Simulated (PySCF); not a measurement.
SMILES CC(C)(C)[O][SnH3] (GFN2-xTB optimised geometry):

```
18

Sn    -0.423     0.787     0.000
O     -1.123     0.242    -1.727
C     -1.027    -0.966    -2.439
C      0.432    -1.356    -2.665
C     -1.709    -0.699    -3.784
C     -1.756    -2.086    -1.699
H      1.252     0.787     0.000
H     -1.078     2.296     0.000
H     -0.994    -0.189     1.236
H      0.499    -2.229    -3.307
H      0.905    -1.584    -1.710
H      0.964    -0.529    -3.128
H     -1.195     0.108    -4.298
H     -1.691    -1.590    -4.405
H     -2.739    -0.398    -3.615
H     -1.252    -2.296    -0.757
H     -2.777    -1.779    -1.487
H     -1.772    -2.992    -2.298
```

Calculation: B3LYP/def2-SVP, def2 effective core potentials past Kr run with PySCF.

Q: What are the frontier orbital energies and the dipole moment?

A: HOMO-2 -9.03 eV, HOMO-1 -7.36 eV, HOMO -6.98 eV, LUMO -0.14 eV, LUMO+1 0.84 eV; dipole moment 1.18 D.

On the same geometry PBE/def2-SVP, def2 effective core potentials past Kr in PySCF gives HOMO-2 -7.95 eV, HOMO-1 -6.18 eV, HOMO -5.71 eV, LUMO -0.73 eV, LUMO+1 0.18 eV; dipole moment 1.06 D.
